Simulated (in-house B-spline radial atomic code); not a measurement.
A fraction x of an electron is removed from 1s in Li⁺, starting from 1s2 and keeping the highest spin. Computed with an all-electron radial atomic-structure program (B-spline basis): non-relativistic LDA PW92, spin-polarised, spherical fractional occupations, point nucleus.

| x | E(x) - E(0) (eV) | 1s down level (eV) |
| --- | --- | --- |
| 0 | 0.0000 | -59.591 |
| 0.06 | 3.6322 | -61.483 |
| 0.23 | 14.5403 | -66.846 |
| 0.29 | 18.6076 | -68.731 |
| 0.5 | 33.7250 | -75.200 |
| 0.6 | 41.3933 | -78.145 |
| 0.66 | 46.1331 | -79.838 |
| 0.82 | 59.2427 | -83.887 |
| 0.89 | 65.1648 | -85.246 |
